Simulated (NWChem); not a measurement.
System meant: CH3BClFO; SMILES B(Cl)(F)OC

The following NWChem deck was run.

```
start job
memory heap 200 mb stack 900 mb global 1100 mb
geometry units angstroms noautoz
  B      0.541771     0.162151     0.000000
  F      1.728361     0.751262     0.000000
  Cl    -0.899972     1.212141     0.000000
  O      0.491866    -1.173646     0.000000
  C     -0.677427    -1.987695     0.000000
  H     -0.652856    -2.621599    -0.890735
  H     -0.652856    -2.621599     0.890735
  H     -1.591324    -1.388031     0.000000
end
basis spherical
  * library def2-svp
end
dft
  xc xpbe96 cpbe96
  iterations 4
  mulliken
end
task dft energy
```

End of the output:

```
    Atom       Charge   Shell Charges
 -----------   ------   -------------------------------------------------------
    1 B    5     5.40   1.96  0.50  0.23  1.43  0.73  0.55
    2 F    9     8.92   1.98  0.98  0.70  3.19  2.06  0.01
    3 Cl  17    16.84   2.00  1.95  1.02  0.74  5.82  2.26  3.02  0.02
    4 O    8     8.00   1.97  0.87  0.54  2.75  1.85  0.02
    5 C    6     5.92   1.96  0.58  0.30  1.84  1.12  0.11
    6 H    1     0.97   0.65  0.26  0.07
    7 H    1     0.97   0.65  0.26  0.07
    8 H    1     0.98   0.64  0.27  0.07

 center of mass
 --------------
 x =   0.08524066 y =   0.17017786 z =   0.00000000

 moments of inertia (a.u.)
 ------------------
         529.806480502919          -0.000000000000           0.000000000000
          -0.000000000000         366.079769851550           0.000000000000
           0.000000000000           0.000000000000         884.464311650114

     Multipole analysis of the density
     ---------------------------------

     L   x y z        total         alpha         beta         nuclear
     -   - - -        -----         -----         ----         -------
     0   0 0 0     -0.000000    -24.000000    -24.000000     48.000000

     1   1 0 0     -0.606753     -0.303376     -0.303376      0.000000
     1   0 1 0     -0.706231     -0.353116     -0.353116      0.000000
     1   0 0 1     -0.000000     -0.000000     -0.000000      0.000000

     2   2 0 0    -27.258445   -103.320776   -103.320776    179.383107
     2   1 1 0      1.472632     -4.398229     -4.398229     10.269090
     2   1 0 1      0.000000      0.000000      0.000000      0.000000
     2   0 2 0    -24.248349   -155.945369   -155.945369    287.642389
     2   0 1 1     -0.000000     -0.000000     -0.000000      0.000000
     2   0 0 2    -24.974920    -15.320774    -15.320774      5.666628

 ------------------------------------------------------------------------
 dft energy failed                                                                                  0
 ------------------------------------------------------------------------
 ------------------------------------------------------------------------
  current input line :
    21: task dft energy
 ------------------------------------------------------------------------
 ------------------------------------------------------------------------
 This type of error is most commonly associated with calculations not reaching convergence criteria
 ------------------------------------------------------------------------
 For more information see the NWChem manual at https://nwchemgit.github.io

0:dft energy failed:Received an Error in Communication
```

Q: What is wrong, and how is it mended?

A: Convergence was not reached. Cause: the SCF was allowed too few iterations. This input runs:
```
start job
memory heap 200 mb stack 900 mb global 1100 mb
geometry units angstroms noautoz
  B      0.541771     0.162151     0.000000
  F      1.728361     0.751262     0.000000
  Cl    -0.899972     1.212141     0.000000
  O      0.491866    -1.173646     0.000000
  C     -0.677427    -1.987695     0.000000
  H     -0.652856    -2.621599    -0.890735
  H     -0.652856    -2.621599     0.890735
  H     -1.591324    -1.388031     0.000000
end
basis spherical
  * library def2-svp
end
dft
  xc xpbe96 cpbe96
  iterations 150
  mulliken
end
task dft energy
```
It converges to -699.39261 Ha (PBE/def2-SVP).
